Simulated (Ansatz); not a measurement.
Computed with Ansatz on PBE0-D4/def2-TZVP structures; ΔE is electronic, products minus reactants. CCSD(T)/CBS is the MP2 limit (def2-TZVPP, def2-QZVPP) plus CCSD(T) − MP2 in def2-TZVPP, frozen cores. Functionals use def2-TZVPP. For Se, Ti outer-core shells are correlated without core-valence functions, which leaves a few kJ/mol of doubt a bond. Scalar relativity is left out up to krypton. One conformer a species, not always the lowest.

Consider the redistribution: `C[BH][AlH][OH]` + `[F][Ti]([F])([F])[SeH]` → `[OH][AlH][BH][SeH]` + `[CH3][Ti]([F])([F])[F]`.

`C[BH][AlH][OH]`:

Z-matrix (Å, degrees):
```
C
B 1 1.556
H 1 1.093 2 115.0
H 1 1.107 2 101.5 3 113.0
H 1 1.091 2 117.5 3 -132.1
Al 2 2.132 1 125.7 3 153.3
H 2 1.206 1 115.7 3 -30.6
O 6 1.706 2 116.8 1 80.7
H 6 1.599 2 126.0 1 -99.6
H 8 0.956 6 122.6 2 178.9
```

`[F][Ti]([F])([F])[SeH]`:

Cartesian coordinates in Å:
```
F -1.058 1.122 -1.095
Ti -0.443 0.249 0.283
F -0.446 1.212 1.729
F -1.382 -1.209 0.461
Se 1.870 -0.319 -0.084
H 1.458 -1.054 -1.294
```

`[OH][AlH][BH][SeH]`:

Z-matrix (Å, degrees):
```
Al
B 1 2.112
O 1 1.707 2 111.7
H 1 1.591 2 130.7 3 -179.9
Se 2 1.899 1 117.3 3 -0.1
H 2 1.195 1 130.1 3 180.0
H 3 0.956 1 123.3 2 180.0
H 5 1.474 2 98.0 1 0.0
```

`[CH3][Ti]([F])([F])[F]`:

```xyz
8

C    -0.572    0.143    0.884
Ti    0.524   -0.131   -0.810
F     1.980   -0.961   -0.307
F    -0.476   -1.096   -1.873
F     0.838    1.471   -1.439
H    -0.802   -0.832    1.323
H     0.008    0.742    1.592
H    -1.499    0.664    0.630
```

CCSD(T)/CBS gives -5.3 kJ/mol.

Another level gave +10.0 kJ/mol. Which?
A. BLYP/def2-TZVPP
B. CCSD/def2-TZVPP
C. ωB97X-V/def2-TZVPP
D. PBE/def2-TZVPP

D. PBE 10.0, ωB97X-V 2.9, BLYP 15.4, CCSD/def2-TZVPP -6.2 kJ/mol.

Largest T1 diagnostic among the species: 0.023, so the coupled-cluster value is less sure than usual.

From BLYP to BHLYP (50 % exact exchange), in def2-TZVPP and without D4, ΔE moves by −9.2 kJ/mol. In def2-TZVPP, CCSD(T) changes the Hartree–Fock value by −8.0 kJ/mol (the triples alone add +5.7 kJ/mol) and MP2 by −3.5 kJ/mol. At CCSD(T), def2-SVP lies +11.4 kJ/mol from the extrapolated value and def2-TZVPP +4.7 kJ/mol.
